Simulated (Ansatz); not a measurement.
Total energies of CH₃F₃Sn (`F[C](F)(F)[SnH3]`).

```xyz
8

F    -0.098   -0.108    2.026
C     0.569   -0.331    0.880
F     0.841   -1.647    0.840
F     1.748    0.306    0.988
Sn   -0.573    0.333   -0.886
H    -0.845    2.000   -0.701
H     0.383   -0.005   -2.250
H    -2.026   -0.548   -0.897
```

Total charge 0; spin multiplicity 1. Correlated methods include outer-core shells of Sn, which these sets cover unevenly. Sn takes the def2 core potential. The geometry is a stationary point of PBE0-D4/def2-TZVP. Basis def2-TZVPP, Ansatz.

RPA on PBE orbitals: Hartree–Fock energy of these orbitals -551.32005 Eh, correlation -1.86053 Eh (frozen core).

```
             functional  energy without D4 (Eh)  D4 term (kJ/mol)
            LDA (SPW92)              -551.26465                 –
                 revPBE              -553.79123             -43.2
                 r2SCAN              -553.79838              -3.4
                   PBE0              -553.53534             -12.1
                r2SCANh              -553.76753              -3.6
HSE06 (plane-wave form)              -553.51958             -11.3
              CAM-B3LYP              -553.76082             -12.3
                ωB97X-V              -553.73382                 –
                ωB97M-V              -553.72260                 –
               PBE-QIDH              -553.29631                 –
```

(1) Give the same for PBE, BLYP, B97M-V, B3LYP, r2SCAN0, BHLYP, LC-ωPBE, B2PLYP. (Best estimate.)

B3LYP takes the VWN-RPA correlation (the form of Gaussian; ORCA's B3LYP/G). HSE06 is the plane-wave form, built on full-range PBE exchange. The double hybrids freeze the cores in their second-order part.

Results:

(1) Ansatz gave: 
| functional | energy without D4 (Eh) | D4 term (kJ/mol) |
| --- | --- | --- |
| PBE | -553.52535 | -14.4 |
| BLYP | -553.76509 | -31.7 |
| B97M-V | -553.75742 | – |
| B3LYP | -553.93510 | -23.4 |
| r2SCAN0 | -553.72299 | -4.0 |
| BHLYP | -553.65289 | -18.5 |
| LC-ωPBE | -553.71543 | – |
| B2PLYP | -553.45568 | – |

LC-ωPBE has ω = 0.4 bohr⁻¹.
